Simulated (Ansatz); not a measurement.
A run of Ansatz (development build ahead of 0.2.0) on singlet B6H6(2-) at this shape:

```xyz
12

B     1.2566    0.0000    0.0000
B    -1.2566    0.0000    0.0000
B     0.0000    1.2200    0.0000
B     0.0000   -1.2200    0.0000
B     0.0000    0.0000    1.2200
B     0.0000    0.0000   -1.2200
H     2.5029    0.0000    0.0000
H    -2.5029    0.0000    0.0000
H     0.0000    2.4300    0.0000
H     0.0000   -2.4300    0.0000
H     0.0000    0.0000    2.4300
H     0.0000    0.0000   -2.4300
```

Its results:

```json
{
 "Converged": "yes",
 "Total energy": "-151.34945 hartree",
 "Spin squared of the determinant": "0.000"
}
```

Question: Which input gives this output? Name the method, the orbitals and the basis set, and write the input.

Answer: RHF in 6-31G. An unrestricted run that stays on the closed shell gives the same numbers.

```yaml
crystal:
  periodic: [false, false, false]
  atoms:
    - { symbol: B, position_ang: [1.2566, 0.0, 0.0] }
    - { symbol: B, position_ang: [-1.2566, 0.0, 0.0] }
    - { symbol: B, position_ang: [0.0, 1.22, 0.0] }
    - { symbol: B, position_ang: [0.0, -1.22, 0.0] }
    - { symbol: B, position_ang: [0.0, 0.0, 1.22] }
    - { symbol: B, position_ang: [0.0, 0.0, -1.22] }
    - { symbol: H, position_ang: [2.5029, 0.0, 0.0] }
    - { symbol: H, position_ang: [-2.5029, 0.0, 0.0] }
    - { symbol: H, position_ang: [0.0, 2.43, 0.0] }
    - { symbol: H, position_ang: [0.0, -2.43, 0.0] }
    - { symbol: H, position_ang: [0.0, 0.0, 2.43] }
    - { symbol: H, position_ang: [0.0, 0.0, -2.43] }
basis:
  gaussian: { orbitals: "6-31G" }
total_charge: -2
hamiltonian:
  xc: hf
```

Caution: no unrestricted run beside it, a lower state can exist; no diffuse functions for an anion; other spin multiplicities were not run.
